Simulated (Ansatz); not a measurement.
Geometry optimisation, RKS r2SCAN-D4/def2-SVP (Ansatz 0.2.0).

input.yaml

```yaml
crystal:
  periodic: [false, false, false]
  atoms:
    - { symbol: Ga, position_ang: [-0.210887, -0.207866, -1.064542] }
    - { symbol: O, position_ang: [1.20604, 0.28502, 1.504783] }
    - { symbol: H, position_ang: [0.93607, -0.487339, 2.023111] }
    - { symbol: H, position_ang: [1.811299, -0.107547, 0.832871] }
    - { symbol: H, position_ang: [-1.697222, 0.236333, -0.467823] }
basis:
  gaussian: { orbitals: def2-SVP }
hamiltonian:
  xc: r2scan
  dispersion: d4
relax:
  f_tol: 0.03
  max_steps: 50
```

Command:

```bash
$ ansatz run input.yaml --threads 1 --pin off --max-ram 2048MiB --backend cpu --events-out ev --progress --plain --runs-dir out
```

Where does it end, and by what steps?

The forces met the threshold. After 8 steps the energy has fallen by 0.282 eV; H5 moved furthest, 0.62 Å.

| step | energy less start (eV) | largest force component (eV/Å) | accepted |
| --- | --- | --- | --- |
| 0 | 0.0000 | 0.842 | yes |
| 1 | -0.0548 | 1.596 | yes |
| 2 | -0.1141 | 1.982 | yes |
| 3 | -0.1733 | 1.201 | yes |
| 4 | -0.2236 | 0.312 | yes |
| 5 | -0.2573 | 0.171 | yes |
| 6 | -0.2786 | 0.196 | yes |
| 7 | -0.2807 | 0.219 | yes |
| 8 | -0.2819 | 0.014 | yes |

```xyz
5
Properties=species:S:1:pos:R:3
Ga -0.069 0.007 -1.014
O 1.038 0.113 0.984
H 0.541 -0.170 1.764
H 1.934 -0.237 1.075
H -1.398 0.006 0.020
```

Whether the end is a true minimum wasn't checked by a vibrational analysis.

The run took 19 s on 1 thread of Arm Neoverse V2, with other jobs on the host, peak memory 0.12 GiB.
